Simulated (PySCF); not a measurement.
Tl2H6 at several levels of theory

Computed with PySCF 2.14.0 (density fitting, no spin-orbit coupling) at the geometry relaxed with B3LYP:

```xyz
8
Tl2H6 (singlet)
Tl    0.0000    0.0000    1.5800
Tl    0.0000    0.0000   -1.5800
H     1.2938    0.0000    0.0000
H    -1.2938    0.0000    0.0000
H     0.0000    1.6374    2.0893
H     0.0000   -1.6374    2.0893
H     0.0000    1.6374   -2.0893
H     0.0000   -1.6374   -2.0893
```

```csv
level,basis,state,HOMO (eV),gap (eV),charge on Tl1 (e),dipole about the centre of mass (D),largest force component (eV/Å)
B3LYP,"Tl def2-SVP with ECP60, H def2-SVP",singlet,-7.55,6.08,0.22,0.00,0.01
HF,the same,singlet,-10.30,11.58,0.45,0.00,0.14
BLYP,the same,singlet,-6.55,4.71,0.18,0.00,0.20
wB97X,the same,singlet,-9.95,10.41,0.26,0.00,0.26
revPBE,the same,singlet,-6.60,4.78,0.16,0.00,0.13
B3LYP,"Tl x2c-SVPall, H x2c-SVPall",singlet,-7.60,6.11,0.35,0.00,0.30
```

Charges are Mulliken's, which hang on the basis. The relaxation used the grid (50, 194), these runs (75, 302) or, all-electron (x2c bases, spin-free X2C Hamiltonian), (99, 590).

Task: What does B3LYP with Tl def2-TZVP with ECP60, H def2-TZVP give here?

Result: state singlet, HOMO (eV) -7.61, gap (eV) 6.09, charge on Tl1 (e) 0.32, dipole about the centre of mass (D) 0.00, largest force component (eV/Å) 0.11. Time: 12 s on 2 threads of Arm Neoverse V1, with other jobs on the host, from free ions and atoms.

In the first row's basis the gap widens with exact exchange: 4.7 to 4.8 eV for BLYP, revPBE (none); 6.1 eV for B3LYP (a fixed share); 10.4 to 11.6 eV for wB97X, Hartree–Fock (rising or full at long range).
